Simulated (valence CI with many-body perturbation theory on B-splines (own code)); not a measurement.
Results of a calculation; reference values are marked as such.
## Run record, Cl³⁺

The program does CI of the valence electrons with many-body perturbation theory for a frozen closed Dirac-Fock core.

Command, and the settings that its task file holds:

```sh
python run_cv.py task.json out
```

```
atom Cl  Z=17  mass_number=35  rms_radius_fm=3.3654
core [Ne]
valence 3s4
avg = 1
basis = S
breit = 1
cap = 10000
capref = 1200
cscale = 1
de = 0.0
dress = 0
eps = 2e-08
extrap = 1
h = 0.27
hh = 1
l2 = 3
lcore = 6
maxit = 60
n2 = 5
natural = 1
nlev = 20
nno = [3, 3, 3, 2, 1]
nroot = 26
nsp = [3, 3, 2, 1, 0]
pt2 = 1
qed = 1
rpa = 1
s1 = 1
s2 = 1
s3 = 1
screen = 1
tol = 2e-05
whole = 1
```

Q: What became of the run, and why?

A: It gave no result: a shell was given more electrons than it holds. The program said: "a valence shell holds more than 4l+2 electrons".
